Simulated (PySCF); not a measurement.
# Spin states and ions at one geometry of [PbH3]+

PySCF 2.14.0, RKS PBE0, Pb def2-SVP with ECP60, H def2-SVP; non-relativistic Hamiltonian with scalar-relativistic core potentials where named; density fitting; no spin-orbit coupling; singlets restricted, open shells unrestricted. The geometry is relaxed for charge +1, singlet, vacuum:

```xyz
4

Pb    0.4701    0.0000    0.0000
H    -0.3988    0.0000    1.5080
H    -0.3988    0.0000   -1.5080
H     2.2109    0.0000    0.0000
```

Energies count from the relaxed state; an electron taken off or put on is at rest in vacuum. Charges and spins are Mulliken's.

Question: Order these states by energy, lowest first.
A. charge +2, doublet, vacuum
B. charge +1, triplet, vacuum
C. charge +1, singlet, vacuum
D. charge 0, doublet, vacuum

Answer: D (-7.01 eV), C (0.00 eV), B (4.63 eV), A (18.19 eV).

Question: How do charge and spin on the first atom follow?

Answer: 
```
                     state  spin squared  charge on Pb1 (e)  spin on Pb1 (e)  dipole about the centre of mass (D)
charge +1, singlet, vacuum          0.00               0.74             0.00                                 0.00
charge +1, triplet, vacuum          2.00               0.38             1.30                                 1.18
charge +2, doublet, vacuum          0.76               1.15             0.28                                 1.14
 charge 0, doublet, vacuum          0.75               0.01             1.12                                 0.00
```

With an electron taken off (doublet) the charges change, summed by element, by Pb +0.41 e, H +0.59 e. The vertical ionisation energy is 18.19 eV, against −ε(HOMO) = 15.69 eV of the relaxed state. The level lies 2.5 eV too high, as is usual for semilocal functionals and global hybrids, which keep a self-interaction error.

With an electron put on (doublet) the charges change, summed by element, by Pb -0.73 e, H -0.27 e. The vertical electron affinity is 7.01 eV, against −ε(LUMO) = 9.11 eV of the relaxed state.

Open shells may have lower solutions than those found.
